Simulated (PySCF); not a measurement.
**BiCl⁺: frontier orbitals**

PBE0 at R = 2.371 Å; Bi cc-pVDZ-PP with ECP60, Cl cc-pV(D+d)Z; scalar-relativistic core potentials (PySCF 2.14). State: ²Π (doublet), unpaired electrons π ↑. Only the outer orbitals are listed, counted within each symmetry, core potentials removing the inner ones.

```json
{"spin": "α", "orbital": "7σ", "occ.": "1", "ε (eV)": "-28.98", "on Bi (%)": "14", "main shells (%)": "85 Cl s, 10 Bi s"}
{"spin": "α", "orbital": "8σ", "occ.": "1", "ε (eV)": "-23.65", "on Bi (%)": "83", "main shells (%)": "83 Bi s, 12 Cl s"}
{"spin": "α", "orbital": "9σ", "occ.": "1", "ε (eV)": "-16.30", "on Bi (%)": "34", "main shells (%)": "64 Cl p, 27 Bi p"}
{"spin": "α", "orbital": "4π", "occ.": "1", "ε (eV)": "-15.53", "on Bi (%)": "17", "main shells (%)": "83 Cl p, 16 Bi p"}
{"spin": "α", "orbital": "4π", "occ.": "1", "ε (eV)": "-15.37", "on Bi (%)": "14", "main shells (%)": "86 Cl p, 12 Bi p"}
{"spin": "α", "orbital": "5π", "occ.": "1", "ε (eV)": "-12.46", "on Bi (%)": "84", "main shells (%)": "84 Bi p, 15 Cl p"}
{"spin": "α", "orbital": "5π", "occ.": "0", "ε (eV)": "-10.61", "on Bi (%)": "88", "main shells (%)": "88 Bi p, 12 Cl p"}
{"spin": "α", "orbital": "10σ", "occ.": "0", "ε (eV)": "-7.68", "on Bi (%)": "78", "main shells (%)": "74 Bi p, 22 Cl p"}
{"spin": "α", "orbital": "11σ", "occ.": "0", "ε (eV)": "-0.21", "on Bi (%)": "100", "main shells (%)": "87 Bi s"}
{"spin": "β", "orbital": "7σ", "occ.": "1", "ε (eV)": "-28.87", "on Bi (%)": "12", "main shells (%)": "87 Cl s"}
{"spin": "β", "orbital": "8σ", "occ.": "1", "ε (eV)": "-22.85", "on Bi (%)": "84", "main shells (%)": "84 Bi s, 10 Cl s"}
{"spin": "β", "orbital": "9σ", "occ.": "1", "ε (eV)": "-16.15", "on Bi (%)": "33", "main shells (%)": "65 Cl p, 25 Bi p"}
{"spin": "β", "orbital": "4π", "occ.": "1", "ε (eV)": "-15.39", "on Bi (%)": "11", "main shells (%)": "89 Cl p, 10 Bi p"}
{"spin": "β", "orbital": "4π", "occ.": "1", "ε (eV)": "-15.09", "on Bi (%)": "9", "main shells (%)": "91 Cl p"}
{"spin": "β", "orbital": "5π", "occ.": "0", "ε (eV)": "-10.22", "on Bi (%)": "90", "main shells (%)": "90 Bi p, 10 Cl p"}
{"spin": "β", "orbital": "5π", "occ.": "0", "ε (eV)": "-9.36", "on Bi (%)": "93", "main shells (%)": "92 Bi p"}
{"spin": "β", "orbital": "10σ", "occ.": "0", "ε (eV)": "-7.36", "on Bi (%)": "80", "main shells (%)": "76 Bi p, 20 Cl p"}
```

Question: Which are the highest filled and the lowest empty level, where do they sit, and how wide is the gap?

Answer: Highest filled α 5π at -12.46 eV (in %: 84 Bi p, 15 Cl p); lowest empty α 5π at -10.61 eV (in %: 88 Bi p, 12 Cl p); the gap at PBE0 is 1.85 eV. Both belong to one degenerate shell, split only by its one-sided filling, so this is no excitation gap.

* bond order (Mayer): 1.40
* ⟨S²⟩: 0.754
* charge on Bi (Mulliken, basis-dependent): 1.09
* charge on Bi (Löwdin, basis-dependent): 1.04
* dipole moment (positive dipole points towards Cl; it is taken about the centre of mass and depends on that origin): -2.11 D
* polarisability along the bond: 59.3 bohr³
* polarisability across the bond: 23.3 bohr³

These are scalar-relativistic numbers at best; spin–orbit coupling would shift them, the dissociation energy most. The state is the lowest determinant that a PBE0 search found; another state may lie lower at other levels.
